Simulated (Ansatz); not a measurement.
Saddle point of AlH3Cl2O2, singlet (AlH₃Cl₂O₂ ([OH][OH][AlH]([Cl])[Cl]) → AlHCl₂O₂ ([Cl][Al]1([Cl])[O][OH]1) + H₂; bonds formed: Al1–O7, H2–H5; dative contacts that become bonds: Al1–O6; bonds broken: Al1–H2, H5–O6), PBE0-D4/def2-TZVP structure:

```xyz
8
angstrom
Al -0.3488 -0.9313 0.2778
H -1.7166 0.1323 0.0823
Cl 0.0008 -2.0592 -1.4341
Cl -0.2706 -1.7906 2.1728
H -0.8832 0.7834 -0.0328
O 0.3236 0.8017 0.2047
O 1.2296 1.1493 -0.8348
H 1.6651 1.9142 -0.4360
```

Energies are electronic, without zero-point energy. Barriers and step energies count from the start structure reached by relaxing down the imaginary mode; all methods use the PBE0-D4 structures, on which another method's saddle can fall below an end. Ansatz 0.2.0; basis: def2-TZVPP, with def2-QZVPP for the basis limit; cores frozen in the correlated methods. B3LYP uses VWN-RPA correlation. Extrapolation: Hartree–Fock as exp(−7.88 √X), correlation as X^−2.97.

| method | barrier (eV) | step energy (eV) |
| --- | --- | --- |
| SPW92 | 0.776 | 0.117 |
| PBE-D4 | 0.810 | -0.176 |
| BLYP-D4 | 0.854 | -0.298 |
| r2SCAN-D4 | 0.864 | -0.266 |
| B97M-V | 1.001 | -0.187 |
| PBE0-D4 | 0.971 | -0.111 |
| B3LYP-D4 | 0.977 | -0.228 |
| r2SCAN0-D4 | 1.001 | -0.186 |
| BHLYP-D4 | 1.167 | -0.157 |
| CAM-B3LYP-D4 | 1.031 | -0.162 |
| wB97X-V | ? | -0.174 |
| wB97M-V | 1.075 | -0.188 |
| B2PLYP | ? | -0.287 |
| PBE-QIDH | ? | -0.167 |
| RPA on PBE | 1.035 | -0.357 |
| HF | 1.452 | -0.207 |
| MP2 | 1.003 | -0.313 |
| CCSD | 1.133 | -0.260 |
| CCSD(T) | 1.069 | -0.291 |

Q: Fill in the withheld barriers. (Judge from chemistry; the value comes from the calculation.)

A: Computed: PBE-QIDH 1.056; wB97X-V 1.067; B2PLYP 0.996 eV. Each is the energy of the saddle less that of the start structure, by the same method.

For comparison, the barrier by CCSD(T) at an estimated basis limit (MP2 extrapolated from triple and quadruple zeta, plus CCSD(T) − MP2 in triple zeta) is 1.075 eV.

The T1 diagnostic stays at or below 0.013.

Labels in which every atom is bracketed show which atoms are joined, not bond orders.

For scale, one of the runs: CCSD(T)/def2-TZVPP, 230 basis functions, launched by `ansatz run in.yaml --threads 4 --pin off --events-out ev --progress --plain --max-ram 9574MiB`. The run took 2.2 min on 4 CPU threads of an Intel Xeon (shared host), with 3.7 GiB of host memory at its peak.
